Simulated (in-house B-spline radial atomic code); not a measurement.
Inner levels of lead as electrons are removed. A shift is the extra binding of the orbital against the neutral atom ([Xe] 4f14 5d10 6s2 6p2). The density at the nucleus is averaged over the nuclear charge. Computed with a B-spline radial code for spherical atoms: Dirac-Hartree-Fock, average of the configuration, finite nuclei.

| ion | configuration | shift of 3d3/2 (eV) | shift of 3s1/2 (eV) | shift of 1s1/2 (eV) | radius of 3d3/2 (bohr) | radius of 3s1/2 (bohr) | radius of 1s1/2 (bohr) | Σ<r²> (bohr²) | change of density at nucleus (bohr⁻³) |
| --- | --- | --- | --- | --- | --- | --- | --- | --- | --- |
| Pb20+ | [Kr] 4d10 4f14 5s2 | 467.76 | 466.25 | 485.62 | 0.1569 | 0.17354 | 0.016054 | 8.5807 | 969.54 |
| Pb21+ | [Kr] 4d10 4f13 5s2 | 521.29 | 520.07 | 537.26 | 0.15686 | 0.17351 | 0.016054 | 8.1835 | 1309.18 |
| Pb22+ | [Kr] 4d10 4f13 5s1 | 558.36 | 556.48 | 577.1 | 0.15683 | 0.17352 | 0.016054 | 7.4683 | -1156.99 |
| Pb23+ | [Kr] 4d10 4f13 | 596 | 593.44 | 617.64 | 0.1568 | 0.17352 | 0.016054 | 6.7744 | -3733.02 |
| Pb24+ | [Kr] 4d10 4f12 | 652.72 | 650.39 | 672.64 | 0.15675 | 0.17349 | 0.016054 | 6.4437 | -3563.4 |
| Pb25+ | [Kr] 4d10 4f11 | 710.98 | 708.9 | 729.15 | 0.15669 | 0.17346 | 0.016054 | 6.1305 | -3382.03 |
| Pb26+ | [Kr] 4d10 4f10 | 770.76 | 768.92 | 787.19 | 0.15662 | 0.17342 | 0.016054 | 5.8334 | -3189.11 |
| Pb27+ | [Kr] 4d10 4f9 | 832.06 | 830.46 | 846.72 | 0.15655 | 0.17338 | 0.016054 | 5.5511 | -2984.25 |
| Pb28+ | [Kr] 4d10 4f8 | 894.85 | 893.48 | 907.75 | 0.15647 | 0.17333 | 0.016054 | 5.2824 | -2767.85 |
| Pb29+ | [Kr] 4d10 4f7 | 959.11 | 957.97 | 970.26 | 0.15638 | 0.17328 | 0.016054 | 5.0263 | -2539.75 |
| Pb30+ | [Kr] 4d10 4f6 | 1024.83 | 1023.91 | 1034.24 | 0.15629 | 0.17322 | 0.016054 | 4.7819 | -2299.73 |
| Pb31+ | [Kr] 4d10 4f5 | 1091.99 | 1091.28 | 1099.69 | 0.15618 | 0.17316 | 0.016054 | 4.5484 | -2048.24 |
| Pb32+ | [Kr] 4d10 4f4 | 1160.59 | 1160.07 | 1166.6 | 0.15607 | 0.17309 | 0.016054 | 4.325 | -1785.08 |
| Pb33+ | [Kr] 4d10 4f3 | 1230.6 | 1230.27 | 1234.97 | 0.15596 | 0.17302 | 0.016054 | 4.1111 | -1510.44 |
| Pb34+ | [Kr] 4d10 4f2 | 1302.02 | 1301.85 | 1304.78 | 0.15583 | 0.17294 | 0.016054 | 3.906 | -1223.96 |
| Pb35+ | [Kr] 4d10 4f1 | 1374.83 | 1374.82 | 1376.04 | 0.1557 | 0.17286 | 0.016054 | 3.7093 | -925.81 |
| Pb36+ | [Kr] 4d10 | 1449.02 | 1449.14 | 1448.74 | 0.15556 | 0.17277 | 0.016054 | 3.5205 | -616.24 |
| Pb37+ | [Kr] 4d9 | 1522.33 | 1521.73 | 1529.15 | 0.15558 | 0.17263 | 0.016054 | 3.3209 | -186.36 |
| Pb38+ | [Kr] 4d8 | 1596.59 | 1595.22 | 1610.77 | 0.1554 | 0.1725 | 0.016054 | 3.1265 | 253.83 |
| Pb39+ | [Kr] 4d7 | 1671.77 | 1669.59 | 1693.6 | 0.15521 | 0.17236 | 0.016054 | 2.9371 | 704.12 |
| Pb40+ | [Kr] 4d6 | 1747.88 | 1744.85 | 1777.65 | 0.15502 | 0.17221 | 0.016055 | 2.7524 | 1164.93 |
| Pb41+ | [Kr] 4d5 | 1824.91 | 1820.99 | 1862.9 | 0.15482 | 0.17206 | 0.016055 | 2.5725 | 1636.08 |
| Pb42+ | [Kr] 4d4 | 1902.86 | 1898.01 | 1949.37 | 0.15461 | 0.17191 | 0.016055 | 2.397 | 2117.34 |
| Pb43+ | [Kr] 4d3 | 1981.74 | 1975.91 | 2037.04 | 0.1544 | 0.17175 | 0.016055 | 2.2259 | 2609.14 |
